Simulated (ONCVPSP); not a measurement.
boron (B) ONCV: all-electron and pseudo phase curves

```
Element                 : boron (B)
Generator               : ONCVPSP 4.0.1
Type                    : optimised norm-conserving Vanderbilt (ONCV)
Functional              : PBE
Relativity              : scalar-relativistic
Frozen core             : [He]
Valence charge          : 3
Reference configuration : 2s2 2p1
Partial waves           : 2s: rc 1.65 bohr, ncon 4, nbas 7, qcut 3.5 1/bohr, 2 projectors, debl 3.8 Ha; 2p: rc 3.25 bohr, ncon 5, nbas 10, qcut 4.9 1/bohr, 2 projectors, debl 1.5 Ha; d scattering state at 0.03 Ha: rc 2.75 bohr, ncon 4, nbas 8, qcut 3.6 1/bohr, 3 projectors, debl 3.7 Ha
Local potential         : polynomial inside 1.60 bohr (lpopt 5, dvloc0 0 Ha)
Core correction         : none
```

The phase is arctan(r·R′/R) of the radial function R(r), unwrapped; energies in Ha, scanned from -2 to 5 Ha. A pole is an energy at which the radial function vanishes at the test radius. The pseudo phase is shifted by a multiple of π to meet the all-electron one at the reference energy, and phase errors are pseudo minus all-electron; the curves can meet again beyond the range given. Levels narrower than the energy grid can be missing from the lists of poles.

For each channel, where are the poles, and over which energies does the pseudopotential scatter like the atom?

```csv
channel,radius (bohr),reference energy (Ha),"poles, all-electron","poles, pseudo",unbroken range about the reference energy with phases within 0.05 rad,phase error 1 Ha above the reference energy (rad)
s,1.68,-0.35,1.34,1.33,the whole range,-0.000
p,3.30,-0.13,"-0.00, 1.43, 3.82","-0.00, 1.43, 4.07",below 2.2,+0.001
d,2.79,0.03,"1.34, 4.13","1.35, 4.13",the whole range,+0.001
```

Phases in the p channel:

| E (Ha) | all-electron | pseudo |
| --- | --- | --- |
| -1.98 | 1.387 | 1.387 |
| -1.62 | 1.362 | 1.362 |
| -1.26 | 1.324 | 1.324 |
| -0.90 | 1.256 | 1.256 |
| -0.54 | 1.076 | 1.076 |
| -0.18 | -0.827 | -0.826 |
| 0.18 | -1.872 | -1.870 |
| 0.54 | -3.568 | -3.554 |
| 0.90 | -4.486 | -4.484 |
| 1.26 | -4.662 | -4.662 |
| 1.62 | -4.769 | -4.768 |
| 1.98 | -4.916 | -4.910 |
| 2.34 | -5.752 | -5.566 |
| 2.70 | -7.537 | -7.466 |
| 3.06 | -7.730 | -7.701 |
| 3.42 | -7.802 | -7.779 |
| 3.78 | -7.850 | -7.825 |
| 4.14 | -7.893 | -7.860 |
| 4.50 | -7.950 | -7.895 |
| 4.86 | -8.069 | -7.937 |
